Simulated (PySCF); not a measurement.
Planning a geometry optimisation on `[NH]=[W](=[NH])([Br])[Br]` (W(NH)2Br2).

Method: PBE0-D3(BJ)/def2-SVP geometry optimisation, gas phase, def2 core potentials past Kr (PySCF 2.14.0). Work: geometry optimisation from a GFN2-xTB start shaken at random, density fitting. The input is one job of a driver script: a line of settings, then coordinates in Å.

Input:
```
{"job": {"xc": "PBE0", "basis": "def2-SVP", "d3": "d3bj", "grid": 1, "maxiter": 30, "shake": 0.03, "kind": "geom"}, "charge": 0, "multiplicity": 1}
W     -0.231000    -0.071280    -0.193860
N     -0.379520    -0.028960     1.564920
H     -0.215560    -0.035390     2.546260
N      1.456480     0.007360    -0.884000
H      2.360060    -0.025090    -1.049130
Br    -1.457660     1.980920    -1.009410
Br    -1.440940    -1.929570    -1.043330
```

Hardware: Arm Neoverse V2, one thread, no GPU (shared host). PySCF's memory limit was set to 2320 MB.

The basis has 134 functions.

Question: Which is nearest to the wall time?
A. 25 s
B. 26 min
C. 3.3 min

Answer: C. The run took 3.3 min. The run took 20 energy-and-gradient evaluations and 134 SCF cycles, 9.9 s an evaluation on average.

Q: How much memory does it need at the peak?

A: About 0.51 GiB. Peak memory is the resident size of the whole Python process, interpreter and libraries included.

The output:
```
step   0  E = -5324.80845386  max force = 0.183071
step   1  E = -5324.83008341  max force = 0.051307
step   2  E = -5324.83286097  max force = 0.029829
step   3  E = -5324.83454473  max force = 0.005060
step   4  E = -5324.83499242  max force = 0.004910
step   5  E = -5324.83506565  max force = 0.003327
step   6  E = -5324.83503709  max force = 0.001613
step   7  E = -5324.83502052  max force = 0.003916
step   8  E = -5324.83506942  max force = 0.002930
step   9  E = -5324.83512346  max force = 0.001177
step  10  E = -5324.83515396  max force = 0.000882
step  11  E = -5324.83516845  max force = 0.001290
step  12  E = -5324.83517307  max force = 0.001079
step  13  E = -5324.83516922  max force = 0.001163
step  14  E = -5324.83516785  max force = 0.001186
step  15  E = -5324.83516686  max force = 0.001201
step  16  E = -5324.83516637  max force = 0.001206
step  17  E = -5324.83516612  max force = 0.001209
step  18  E = -5324.83516597  max force = 0.001212
step  19  E = -5324.83516584  max force = 0.001212
optimisation converged
```

Energies in Eh; «max force» is the largest Cartesian gradient component in Eh/bohr.

The host was shared with other jobs, so the times are rough.

The run converged: final energy -5324.83517 Eh after 19 steps; dipole 2.89 D.
